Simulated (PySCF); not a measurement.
**Relaxation of triplet PtS3**

Computed with PySCF, UPBE, basis Pt def2-SVP with ECP60, S def2-SVP (scalar-relativistic core potentials, no spin–orbit coupling, density fitting). A (50,194) grid was used.

A start at the PBE0 minimum, of D3h symmetry, held to at least that symmetry:

```xyz
4
charge 0 multiplicity 3, angstrom
Pt    0.0000    0.0000    0.0000
S     2.1174    0.0000    0.0000
S    -1.0587    1.8338    0.0000
S    -1.0587   -1.8338    0.0000
```

Optimiser trace:
```
step  E − E(last) (kJ/mol)  largest gradient (Eh/bohr)
   0                  3.04                     0.01463
   1                  0.00                     0.00021
   2                  0.00                     0.00001
```

It ends at D3h with Pt–S 2.146 Å (×3); S–Pt–S 120.0° (×3). A frequency run shows a minimum. Other isomers or separated fragments may lie lower.

Final geometry:
```xyz
4
charge 0 multiplicity 3, angstrom
Pt    0.0000    0.0000    0.0000
S     2.1458    0.0000    0.0000
S    -1.0729    1.8584    0.0000
S    -1.0729   -1.8584    0.0000
```

With open d or f shells other occupations or spin states may lie lower. Spin–orbit coupling, left out here, can matter for elements this heavy.

The relaxation took 14 s on 4 threads of a shared Intel Xeon @ 2.50GHz (Skylake/Cascade Lake) host, with 86 basis functions and 3 gradients; the process peaked at 0.5 GiB.
